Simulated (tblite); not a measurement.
Run record: molecular-dynamics run, `CC1([C@@H](Cl)CF)C=C1`.

Computed with GFN2-xTB (tblite), gas phase: Langevin dynamics at 300 K from the optimised GFN2-xTB geometry, time step 0.5 fs, friction 0.01 fs⁻¹, 2000 steps. The input is one job of a driver script: a line of settings, then coordinates in Å. «temperature» is in K, «steps» counts time steps and «every» is the stride of the printed frames; «frames» go on to single points.

Command:
```bash
OMP_NUM_THREADS=1 python probes_run.py task.json out
```

Input:
```
{"job": {"kind": "md", "xc": "GFN2-xTB", "basis": "xTB", "temperature": 300, "steps": 2000, "every": 50, "frames": 5}, "charge": 0, "multiplicity": 1}
C     -1.024718    -1.239032     0.149356
C     -0.592785     0.210885     0.046800
C      0.835843     0.495975     0.469563
Cl     1.043016     0.190134     2.227129
C      1.882550    -0.353566    -0.243899
F      1.825648    -0.114469    -1.593517
C     -1.196308     1.106671    -1.000268
C     -1.604557     1.309810     0.216995
H     -0.733385    -1.655653     1.111883
H     -2.105649    -1.307799     0.056345
H     -0.578117    -1.837427    -0.643324
H      1.059375     1.556294     0.317098
H      2.892447    -0.092017     0.087067
H      1.704371    -1.421516    -0.094078
H     -1.207262     1.331140    -2.037446
H     -2.208068     1.829513     0.918884
```

Question: Estimate the output. One trajectory will do; the random numbers aren't given.

Answer: 
```
t/fs     T/K      E/eV
    0.0   244.0   -710.69866
   25.0   144.6   -710.38238
   50.0   221.7   -710.39373
   75.0   200.2   -710.34689
  100.0   285.0   -710.32688
  125.0   360.0   -710.40590
  150.0   306.9   -710.42719
  175.0   202.8   -710.21620
  200.0   322.5   -710.13074
  225.0   292.6   -710.18407
  250.0   274.9   -710.12260
  275.0   262.0   -710.18385
  300.0   370.9   -710.11097
  325.0   367.5   -710.27354
  350.0   392.0   -710.26567
  375.0   328.4   -710.11384
  400.0   344.2   -710.15606
  425.0   274.3   -710.12210
  450.0   351.2   -710.25591
  475.0   287.4   -710.07890
  500.0   343.2   -710.20358
  525.0   323.4   -710.19646
  550.0   194.2   -709.86149
  575.0   294.6   -710.22749
  600.0   269.4   -710.08060
  625.0   294.1   -710.01195
  650.0   294.6   -710.03063
  675.0   344.9   -710.16029
  700.0   318.4   -710.22249
  725.0   253.7   -710.06302
  750.0   415.5   -710.21437
  775.0   346.1   -709.99024
  800.0   312.2   -709.78159
  825.0   387.8   -710.02819
  850.0   344.7   -710.00653
  875.0   353.8   -710.06587
  900.0   467.5   -710.18303
  925.0   434.7   -710.07081
  950.0   396.6   -710.10630
  975.0   268.4   -710.19495
 1000.0   243.4   -710.08207
```

E is the potential energy; T comes from the kinetic energy over all 3N coordinates.

Question: Sum up the printed frames.

Answer: 41 frames over 1000 fs. T runs from 145 K (25 fs) to 468 K (900 fs), with a mean of 311 K over all frames and 329 K from 500 fs on. E starts at -710.699 eV, peaks 0.917 eV above that at 800 fs, and averages 0.614 eV above it from 500 fs on.

Question: Give the last frame.

Answer: 0.38 Å rms from the start after alignment:
```
atom  x, y, z in Å  |  force x, y, z in eV/Å
C1     -2.177    0.108    0.278    0.121  -0.255   1.568
C2     -0.870    0.928    0.529   -1.386  -0.953  -1.218
C3      0.327    0.155    0.989    0.299  -1.215   0.978
Cl4     0.463    0.177    2.787   -0.285   0.138   0.393
C5      0.588   -1.333    0.651    1.563  -0.072  -1.485
F6      0.977   -1.310   -0.703   -0.620  -0.200   0.080
C7     -0.632    2.148   -0.367   -0.669   0.233   2.589
C8     -0.994    2.352    0.906    0.664   0.159  -1.819
H9     -2.260   -0.773    0.981    0.535   0.618  -0.997
H10    -3.074    0.667    0.563    0.307   0.384  -0.316
H11    -2.267   -0.178   -0.761    0.102  -0.259   0.016
H12     1.217    0.676    0.692    0.577   0.353  -0.395
H13     1.565   -1.708    1.074   -0.946   0.538   0.458
H14    -0.144   -2.150    0.741   -0.227   0.826   0.118
H15    -0.373    2.578   -1.309   -0.063  -0.319   0.205
H16    -1.215    2.979    1.738    0.027   0.025  -0.176
```

Question: Estimate the wall time. Hardware: an Arm Neoverse V1 with one thread (shared host). And the peak memory of the process?

Answer: About 14 s, with 0.18 GiB resident at the peak, the Python interpreter and its libraries included.
